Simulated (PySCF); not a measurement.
Where the electron goes

Compound: C5H7FSi.
Z-matrix (Å and degrees, GFN2-xTB geometry), rows numbered from 1:
```
C 
Si  1  1.8905
F   2  1.6278  1  106.76
C   2  1.8884  1  118.26  3   127.16
C   4  1.3374  2  108.89  1   120.61
C   5  1.4604  4  116.48  2     1.14
C   6  1.3374  5  116.48  4    -0.05
H   1  1.0854  2  110.58  3    59.52
H   1  1.0854  2  110.56  3   -59.62
H   1  1.0844  2  111.73  3   179.95
H   4  1.0763  2  128.74  1   -58.32
H   5  1.0807  4  124.18  2  -179.60
H   6  1.0808  5  119.26  4   179.37
H   7  1.0764  2  128.78  1    58.32
```

Computed with TDDFT wB97X-D/def2-SVPD, vertical, gas phase, core orbitals frozen in the response (PySCF).

Frontier orbitals with the atoms that hold most of them (Löwdin shares over 4%, at most four atoms; ? is withheld):

```csv
orbital,ε (eV),atoms
LUMO+2,2.66,"C5 20%, C6 20%, H12 15%, H13 15%"
LUMO+1,2.26,"Si2 28%, C1 21%, H9 8%, H8 8%"
LUMO,-0.07,?
HOMO,-8.64,?
HOMO-1,-10.48,"C7 24%, C4 24%, Si2 19%, F3 6%"
HOMO-2,-10.74,"C1 28%, Si2 18%, C4 8%, C7 8%"
HOMO-3,-11.69,"C5 25%, C6 25%, C4 16%, C7 16%"
```

Problem. Which atoms hold the HOMO, and with what shares?

Solution. C7 (bonded to C, Si and H) 26%; C4 (bonded to C, Si and H) 26%; C6 (bonded to 2 C and H) 18%; C5 (bonded to 2 C and H) 18%.

Problem. Give the leading atoms of the LUMO.

Solution. C5 (bonded to 2 C and H) 19%; C6 (bonded to 2 C and H) 19%; C7 (bonded to C, Si and H) 19%; C4 (bonded to C, Si and H) 19%.

Problem. How does S1 compare with the orbital gap of 8.57 eV?

Solution. S1 is at 4.13 eV (f = 0.047), 4.44 eV below the gap, made of HOMO→LUMO (98%). 

Problem. Give energy, strength and leading configuration of S1, S2 and S3, and follow the Löwdin shares of the leading atoms from the occupied to the empty orbital.

Solution. 
- S1 (4.13 eV, f 0.047), HOMO→LUMO (98%): C7 26% → 19%, C4 26% → 19%, C5 18% → 19%, C6 18% → 19%
- S2 (5.26 eV, f 0.0003), HOMO-1→LUMO (98%): C7 24% → 19%, C4 24% → 19%, C5 at most 7% → 19%, C6 at most 7% → 19%
- S3 (5.94 eV, f 0.019), HOMO-2→LUMO (92%): C1 28% → at most 19%, Si2 18% → at most 19%, C5 at most 9% → 19%, C6 at most 9% → 19%
